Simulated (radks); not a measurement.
The numbers below are computed, except where a source is named.
Q: Au2+, 77 electrons, occupied as [Xe] 4f13 5d9.5 6s0.5 (fractional occupations, a model configuration). Code: a radial shooting solver on a logarithmic mesh with Libxc functionals. Model: Dirac Kohn-Sham, PBE, spin-unpolarised, spherical densities, point nucleus; open shells fill j = l - 1/2 first. Some entries of the table are withheld. Estimate them.

orbital  occ.  eigenvalue (hartree)  r(max) (bohr)
1s1/2       2             -2965.391        0.01041
2s1/2       2             -523.9080        0.06037
2p1/2       2                   (1)        0.04446
2p3/2       4                   (2)        0.05184
3s1/2       2                   (3)         0.1699
3p1/2       2             -115.0885            (4)
3p3/2       4             -100.2030            (5)
3d3/2       4             -84.18463         0.1352
3d5/2       6             -80.98736         0.1393
4s1/2       2             -28.12196         0.3828
4p1/2       2             -23.99867         0.3810
4p3/2       4             -20.40351         0.4116
4d3/2       4             -13.66549         0.4043
4d5/2       6             -12.99273         0.4136
5s1/2       2              -4.99347         0.8414
4f5/2       6              -4.35120            (6)
4f7/2       7              -4.20665            (7)
5p1/2       2              -3.63226         0.8868
5p3/2       4              -2.99360         0.9640
5d3/2       4              -1.14944          1.147
5d5/2     5.5              -1.07971          1.182
6s1/2     0.5              -0.87145          2.091

A: 
(1) 2p1/2 eigenvalue (hartree): -502.3564
(2) 2p3/2 eigenvalue (hartree): -434.8958
(3) 3s1/2 eigenvalue (hartree): -124.7579
(4) 3p1/2 r(max) (bohr): 0.1586
(5) 3p3/2 r(max) (bohr): 0.1736
(6) 4f5/2 r(max) (bohr): 0.3707
(7) 4f7/2 r(max) (bohr): 0.3751
